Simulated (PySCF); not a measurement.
H4BF3O2Si2, SMILES OB(O)[SiH2][Si](F)(F)F, GFN2-xTB optimised geometry.

```
12

O     -2.66     0.07    -3.80
B     -1.96     0.55    -2.76
O     -2.00     1.89    -2.55
Si    -0.96    -0.79    -1.69
Si     0.21     0.23     0.00
F     -0.09    -0.11     1.53
F      1.80     0.23     0.00
F     -0.07     1.82     0.00
H     -3.14     0.72    -4.31
H     -1.51     2.27    -1.82
H      0.03    -1.58    -2.45
H     -1.80    -1.82    -1.04
```

Density from B3LYP/def2-TZVP (PySCF) at that geometry.

Minimum of the electron density along straight lines between bonded atoms, close to the bond critical point (lines longer than 1.1 times the sum of covalent radii, or with two minima, are not listed):

| bond | length / Å | ρ at the minimum / e bohr⁻³ | ∇²ρ there / e bohr⁻⁵ | position (fraction from the first atom) |
|---|---|---|---|---|
| O1–B2 | 1.347 | 0.218 | 0.97 | 0.67 |
| B2–O3 | 1.356 | 0.211 | 0.96 | 0.33 |
| B2–Si4 | 1.988 | 0.118 | [?] | 0.61 |
| Si4–Si5 | 2.292 | [?] | [?] | 0.35 |
| Si5–F6 | 1.594 | 0.142 | 1.01 | 0.42 |
| Si5–F7 | 1.594 | 0.142 | 1.01 | 0.42 |
| Si5–F8 | 1.610 | 0.135 | 0.93 | 0.42 |
| O1–H9 | 0.960 | 0.358 | -2.45 | 0.81 |
| O3–H10 | 0.956 | 0.362 | -2.54 | 0.81 |
| Si4–H11 | 1.475 | 0.121 | 0.18 | 0.49 |
| Si4–H12 | 1.475 | 0.121 | 0.18 | 0.49 |

Problem. What belongs in the gaps?

Solution. 
- B2–Si4, ∇²ρ there / e bohr⁻⁵: -0.06
- Si4–Si5, ρ at the minimum / e bohr⁻³: 0.098
- Si4–Si5, ∇²ρ there / e bohr⁻⁵: -0.08
